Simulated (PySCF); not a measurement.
**Ionisation energy along the 23-electron series**

Calculated with PySCF 2.14 and a two-component X2C-1e Hamiltonian (Gaussian nucleus, no Breit or QED terms), each ion in its own even-tempered basis scaled to its charge; GMP2 freezes [Ne] and drops the highest virtual spinors. Values in eV. NIST values: (m) measured, (s) semi-empirical, (t) theoretical.

| ion | configuration | GHF (spin-free) | GMP2 (spin-free) | GHF (screened spin-orbit) | GMP2 (screened spin-orbit) | NIST |
| --- | --- | --- | --- | --- | --- | --- |
| Cs(32+) | [Ar] 3d5 | 2047.4 | 2047.5 | 2032.1 | 2031.0 | 2029 ± 4 (t) |
| Ba(33+) | [Ar] 3d5 | 2162.3 | 2162.4 | 2145.2 | 2144.2 | 2142 ± 5 (t) |
| La(34+) | [Ar] 3d5 | 2280.3 | 2280.4 | 2261.4 | 2260.5 | 2259 ± 5 (t) |

Between Z = 55 and Z = 57 the GMP2 (screened spin-orbit) value grows as Z to the power 3.00.
